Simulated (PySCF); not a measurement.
Question: Write Cartesian coordinates for `ClB1SCCS1` as optimised with PBE0-D3(BJ)/def2-SVP.

Answer: 
```xyz
10
C2H4BClS2 angstrom
Cl     3.436    0.610    0.075
B      1.711    0.307    0.035
S      0.565    1.171    1.118
C     -0.925    0.559    0.249
C     -0.664   -0.832   -0.288
S      0.978   -0.887   -1.093
H     -1.154    1.264   -0.565
H     -1.765    0.563    0.960
H     -1.423   -1.127   -1.029
H     -0.665   -1.575    0.525
```

Any rigid rotation of these coordinates is as good. Atoms count from 1 in this order. B2 (three-coordinate boron) is planar (angles 122.1°, 122.0° and 115.9°, sum 360.0°, 0.00 Å off the plane of its three neighbours). S3 (sulfur bonded to B and C) is bent (angle 94.2°). The 5-membered ring B2–S3–C4–C5–S6 has internal angles of 94.0° to 115.9° (sum 523°, against 540° for a flat polygon); it is puckered, 0.19 Å rms from its mean plane, widest ring torsion 45°.

Bonds between heavy atoms (Å): Cl1–B2 1.752, B2–S3 1.798, S3–C4 1.830, C4–C5 1.514, C5–S6 1.830, B2–S6 1.798.

Method used: PBE0-D3(BJ)/def2-SVP geometry optimisation, gas phase in PySCF.

Point group: C2 (every atom within 0.08 Å of its image). Not checked by PBE0-D3(BJ)/def2-SVP frequencies. One conformer, not necessarily the lowest (Cl1–B2–S3–C4 170°, B2–S3–C4–C5 33°, S3–C4–C5–S6 -45°, C4–C5–S6–B2 33°).
